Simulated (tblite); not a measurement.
CH₅FN₂Si₂.
Atom-mapped SMILES: `[N:1]#[C:2][Si@H:3]([F:4])[SiH2:5][NH2:6]` (hydrogens: H7 on Si3; H8, H9 on Si5; H10, H11 on N6)

Computed with GFN2-xTB (tblite), gas phase: Langevin dynamics at 400 K from the optimised GFN2-xTB geometry, time step 0.5 fs, friction 0.01 fs⁻¹, 2000 steps.

The start geometry, which sets the zero of energy:
```
atom  x, y, z in Å
N1     -2.032    2.459   -0.354
C2     -1.810    1.335   -0.326
Si3    -1.296   -0.465   -0.261
F4     -2.335   -1.119    0.792
Si5     0.840   -0.709    0.559
N6      1.785    0.377   -0.383
H7     -1.751   -1.010   -1.537
H8      1.411   -2.029    0.271
H9      0.908   -0.510    2.021
H10     2.789    0.338   -0.311
H11     1.495    1.335   -0.497
```

Question: These frames come from the run, each turned onto the start geometry. Order them by potential energy, lowest first.
A.
```
atom  x, y, z in Å
N1     -2.515    2.201    0.401
C2     -2.210    1.217   -0.052
Si3    -1.321   -0.385   -0.410
F4     -2.182   -1.592    0.275
Si5     0.744   -0.355    0.490
N6      2.063   -0.109   -0.522
H7     -1.328   -0.514   -1.863
H8      0.923   -1.667    1.115
H9      0.828    0.575    1.644
H10     2.128    0.550   -1.237
H11     2.875    0.081    0.133
```
B.
```
atom  x, y, z in Å
N1     -1.845    2.392   -0.180
C2     -1.895    1.284   -0.224
Si3    -1.351   -0.449   -0.245
F4     -2.261   -1.367    0.712
Si5     0.823   -0.686    0.466
N6      1.721    0.641   -0.182
H7     -1.893   -0.809   -1.544
H8      1.296   -2.030    0.322
H9      0.910   -0.338    1.887
H10     2.652    0.692    0.136
H11     1.849    0.673   -1.173
```
C.
```
atom  x, y, z in Å
N1     -1.823    2.471   -0.137
C2     -1.993    1.338   -0.212
Si3    -1.420   -0.491   -0.305
F4     -2.389   -1.242    0.795
Si5     0.793   -0.616    0.458
N6      1.935    0.390   -0.232
H7     -1.735   -1.154   -1.541
H8      0.997   -2.122    0.231
H9      1.077   -0.464    1.858
H10     2.514    1.092    0.241
H11     2.048    0.801   -1.182
```
D.
```
atom  x, y, z in Å
N1     -2.619    1.830    0.842
C2     -2.065    1.021    0.186
Si3    -1.175   -0.310   -0.733
F4     -2.083   -1.652   -0.131
Si5     0.801   -0.246    0.702
N6      2.014    0.241   -0.435
H7     -1.616   -0.229   -2.118
H8      0.949   -1.366    1.683
H9      0.891    0.940    1.468
H10     1.966   -0.141   -1.402
H11     2.945   -0.086   -0.088
```
E.
```
atom  x, y, z in Å
N1     -1.816    2.499   -0.289
C2     -1.797    1.351   -0.347
Si3    -1.354   -0.504   -0.198
F4     -2.559   -1.104    0.673
Si5     0.825   -0.737    0.610
N6      1.738    0.436   -0.331
H7     -1.467   -1.216   -1.427
H8      1.239   -2.061    0.218
H9      0.983   -0.535    2.060
H10     2.742    0.501   -0.516
H11     1.472    1.373   -0.478
```

Answer: E (0.319 eV), B (0.401 eV), A (0.476 eV), C (0.589 eV), D (0.753 eV).

In the order of the answer:

```json
{"t (fs)": "150", "E above start (eV)": "0.319", "largest force (eV/Å)": "1.54", "rms force component (eV/Å)": "0.566", "rms distance from start (Å)": "0.188", "rms bond change (Å)": "0.027", "bond most changed (Å)": "C2–Si3 +0.040"}
{"t (fs)": "275", "E above start (eV)": "0.401", "largest force (eV/Å)": "5.51", "rms force component (eV/Å)": "1.285", "rms distance from start (Å)": "0.402", "rms bond change (Å)": "0.026", "bond most changed (Å)": "C2–Si3 -0.056"}
{"t (fs)": "650", "E above start (eV)": "0.476", "largest force (eV/Å)": "3.01", "rms force component (eV/Å)": "1.054", "rms distance from start (Å)": "0.967", "rms bond change (Å)": "0.029", "bond most changed (Å)": "N6–H11 +0.053"}
{"t (fs)": "300", "E above start (eV)": "0.589", "largest force (eV/Å)": "3.81", "rms force component (eV/Å)": "0.921", "rms distance from start (Å)": "0.477", "rms bond change (Å)": "0.040", "bond most changed (Å)": "Si5–H8 +0.070"}
{"t (fs)": "600", "E above start (eV)": "0.753", "largest force (eV/Å)": "4.37", "rms force component (eV/Å)": "1.282", "rms distance from start (Å)": "1.235", "rms bond change (Å)": "0.064", "bond most changed (Å)": "Si3–Si5 +0.141"}
```

The cost below is that of the whole dynamics run. The run took 17 s on one thread of an Arm Neoverse N1, shared host, and the process peaked at 0.17 GiB of memory.
